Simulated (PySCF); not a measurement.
Species: C3H10N2Si3.
Cartesian coordinates in Å at the GFN2-xTB level; atoms count from 1:
```
atom  x, y, z in Å
C1     2.0752    0.6444   -0.9355
C2     1.9896    0.7295    0.3824
Si3    0.5305    0.1294    1.4063
N4    -0.7051   -0.5390    0.3494
Si5   -0.8873   -2.2557    0.0887
Si6   -1.7179    0.5064   -0.5919
C7    -0.9739    2.2181   -0.5656
N8    -0.5457    3.2802   -0.5708
H9     1.2831    0.2007   -1.5198
H10    2.9235    1.0111   -1.4935
H11    2.8083    1.1862    0.9250
H12    0.9362   -0.9424    2.3181
H13   -0.0815    1.2349    2.1494
H14   -2.3219   -2.5485    0.1107
H15   -0.3315   -2.6077   -1.2219
H16   -0.1826   -2.9492    1.1594
H17   -1.7507    0.0933   -1.9978
H18   -3.0572    0.6147   -0.0044
```

Computed at PBE0/pcSseg-1 (PySCF, non-relativistic), with Q(14N) = 0.02044 b: N4, 14N (I = 1): χzz = -2.950 MHz, η = 0.050; N8, 14N (I = 1): χzz = -5.609 MHz, η = 0.057.

Q: Find the zero-field quadrupole resonance frequencies of 14N at N4.

A: From ν± = (3/4)|χ|(1 ± η/3) and ν0 = |χ|η/2: ν+ 2.250 MHz, ν− 2.175 MHz, ν0 0.074 MHz (nitrogen bridging silicon atoms).

Q: Find the zero-field quadrupole resonance frequencies of 14N at N8.

A: From ν± = (3/4)|χ|(1 ± η/3) and ν0 = |χ|η/2: ν+ 4.287 MHz, ν− 4.127 MHz, ν0 0.160 MHz (cyano nitrogen).

In a crystal, neighbours and librations shift these lines. The structure is a single GFN2-xTB conformer in the gas phase; no vibrational or solvent corrections. GFN2-xTB bond lengths can be off by several hundredths of an ångström, more for odd bonds, and the gradients follow them. With a basis this small, the couplings can be 20 % off.

The run behind these numbers computed NMR shieldings as well. Time: 66 s; peak memory 0.93 GiB. Hardware: one thread of an Arm Neoverse N1 (shared host).
